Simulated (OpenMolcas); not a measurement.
An atom or ion with 71 electrons was computed by MS-CASPT2, IPEA 0.25 Eh, imaginary shift 0.1 Eh with spin-orbit coupling (OpenMolcas, ANO-RCC-VTZP, DKH2). The lowest levels that the run gave, each within 12 % of the measured value where one is at hand:

| J | Parity | E (cm-1) | g |
| --- | --- | --- | --- |
| 3/2 | even | 0.0 | 0.491 |
| 5/2 | even | 6530 | 1.038 |
| 7/2 | even | 11680 | 1.190 |
| 3/2 | even | 14690 | 1.374 |
| 9/2 | even | 15040 | 1.215 |
| 1/2 | even | 17190 | 1.990 |
| 7/2 | even | 23420 | 0.948 |
| 9/2 | even | 24720 | 1.073 |
| 5/2 | even | 25640 | 1.553 |
| 3/2 | even | 28590 | 1.209 |
| 1/2 | even | 29350 | 1.347 |
| 11/2 | even | 33250 | 1.091 |

**Question.** Which ion is it, and what are the configurations and terms?

**Answer.** Os VI (Z = 76, charge +5; active space 3 electrons in 10 orbitals (5d 6d)). J, parity and g give the terms where levels are pure, and mixed ones are named by the computed weights; the size of the splittings, set against known spectra of the 71-electron sequence, gives the charge. In order, with the measured energies in cm-1 (the list in Brasseur, Palmeri and Quinet, Atoms 13, 11 (2025)): 5d3 4F 3/2, 5d3 4F 5/2 (6397), 5d3 4F 7/2 (11444), 5d3 4P 3/2 [45 %], 5d3 4F 9/2 [57 %] (14678), 5d3 4P 1/2 [66 %] (16772), 5d3 2G 7/2 (22920), 5d3 2H 9/2 [56 %] (24028), 5d3 4P 5/2 (24828), 5d3 2D 3/2(1) [44 %], 5d3 2P 1/2 [66 %] (28860), 5d3 2H 11/2 (32156).

Term energies are means over components that CASPT2 splits; among the terms shown or strongly mixed into the levels shown the widest spread is 430 cm-1 (5d3 4F). Active for correlation alone: 6d; no level in the range computed is led by a configuration that fills it, so any true level of that kind is missing. Computed and measured levels are paired by configuration, term and J; levels that our copy of the source lacks, or whose pairing is in doubt (as where it misses far off the trend of its configuration), stay unpaired and out of the deviations. Levels of configurations outside the active space are missing.

A share in square brackets marks a mixed level and gives the weight of the term that names it. A number in round brackets counts repeated terms of one configuration in the order of the reference energies.
